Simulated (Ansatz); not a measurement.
This Ansatz (an electronic-structure program) input (PBE/aug-cc-pVQZ) gives -80.12464 Eh with 206 basis functions. A basis named .json is the Basis Set Exchange file of that set (core-valence sets with the plain set on hydrogen).

Ansatz 0.2 input:
```yaml
crystal:
  periodic: [false, false, false]
  atoms:
    - {symbol: B, position_ang: [-0.00000000, -0.00000000, -0.58802645]}
    - {symbol: N, position_ang: [0.00000000, 0.00000000, 0.67320420]}
    - {symbol: H, position_ang: [-0.00000000, -0.00000000, -1.77229712]}
basis:
  gaussian:
    orbitals: aug-cc-pVQZ
    fitting: {mean_field: def2-SV_P_-JKFIT.json}
hamiltonian:
  xc: {name: PBE}
total_charge: -1
magnetization: {spin_polarized: false}
```

Change:
```diff
- fitting: {mean_field: def2-SV_P_-JKFIT.json}
+ fitting: {mean_field: cc-pVTZ-JKFIT.json}
```

Task: What does the run give now?

Result: -80.12466 Eh (PBE/aug-cc-pVQZ, 206 functions), a change of -0.02 mEh.
